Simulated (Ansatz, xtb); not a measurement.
# Relative energy of two isomers of C6H6Si

Structure X: `C#C[SiH]1C=CC=C1`, a singlet. Structure Y: `C#CC1=CC=C[SiH2]1`, a singlet. Both are isolated molecules in the gas phase, relaxed with r2SCAN-D4/def2-SVP.

Energies in hartree; the thermal terms are from GFN2-xTB frequencies at re-optimised GFN2-xTB minima (ideal gas, soft modes damped towards free rotors, one conformer each, 298.15 K, 1 atm) and include the zero-point energy:

|  | X | Y |
| --- | --- | --- |
| E, CCSD(T)/def2-SVP | −520.233565 | −520.225421 |
| E, MP2/def2-SVP | −520.138877 | −520.131826 |
| E, MP2/def2-TZVPP | −520.683772 | −520.671284 |
| zero-point energy | 0.090456 | 0.088064 |
| H(298 K) − E | 0.099108 | 0.096632 |
| G(298 K) − E | 0.058507 | 0.056678 |

**Question.** Correct the CCSD(T) difference for the basis set by the MP2 change, then work out ΔE, ΔE₀, ΔH and ΔG for X → Y in kcal/mol (1 Eh = 627.51 kcal/mol) and the equilibrium ratio [Y]/[X].

**Answer.** 1. Differences Y − X: CCSD(T) +0.008144, MP2 in the small set +0.007051, MP2 in the large set +0.012488 Eh.
2. ΔE = +0.008144 + (+0.012488 − (+0.007051)) = +0.013581 Eh = +8.52 kcal/mol.
3. ΔE₀ = ΔE + ΔZPE = +0.013581 + (−0.002392) Eh = +7.02 kcal/mol.
4. ΔH = ΔE + (−0.002476) Eh = +6.97 kcal/mol.
5. ΔG = ΔE + (−0.001829) Eh = +7.37 kcal/mol, so ΔS = (ΔH − ΔG)/T = −5.7 J/(mol K).
6. kT = 0.9442 mEh, so K = [Y]/[X] = exp(−ΔG/kT) = exp(−12.45) ≈ 3.9 × 10^−6.

Structure X is favoured at this temperature. An error of 1 kcal/mol in ΔG would change K by a factor of 5.4. The basis-set step is large, which makes the value less sure. GFN2-xTB gave ΔE the other sign. Mirror images and further conformers aren't counted.

As drawn, Y has 1 C–C, 1 Si–H in place of 1 C–Si, 1 C–H.

Other levels gave ΔE = −13.2 (GFN2-xTB); +8.3 (HF/STO-3G, GFN2-xTB geometries); +2.6 (r2SCAN-D4/def2-SVP//GFN2-xTB); +2.5 (r2SCAN-D4/def2-SVP); +7.7 (HF/def2-SVP); +4.4 (MP2/def2-SVP); +5.1 (CCSD(T)/def2-SVP) kcal/mol. The correlated steps freeze 11 core orbitals. Programs: Ansatz 0.2.0, xtb 6.7.1.
